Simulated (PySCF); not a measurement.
Calculation: ωB97X-D3(BJ)/def2-TZVP // PBE0-D3(BJ)/def2-TZVP in PySCF. All species are isolated molecules in the gas phase. One relaxed conformer stands for a flexible species; it need not be the lowest. Excitations are Tamm–Dancoff values on a coarser integration grid. The basis has no diffuse functions, so Rydberg states are missing or too high.

Reference species (SMILES): `[Cl][Ge]([Cl])([Cl])[Cl]` (neutral, multiplicity 1).

```json
{
 "S1 excitation (TDA)": "6.74 eV",
 "S1 oscillator strength": "0.000",
 "HOMO": "-12.18 eV"
}
```

Changed species: `[SH][Ge]([SH])([SH])[Cl]` (3 of 4 Cl replaced by SH; the reference has 0 of 4 Cl replaced by SH).

Task: Give the shifts of the S1 excitation (TDA), S1 oscillator strength and HOMO.

Result: the S1 excitation (TDA) drops by 1.32 eV, to 5.42 eV; the S1 oscillator strength increases by 0.015, to 0.015; the HOMO goes up by 1.98 eV, to -10.20 eV.
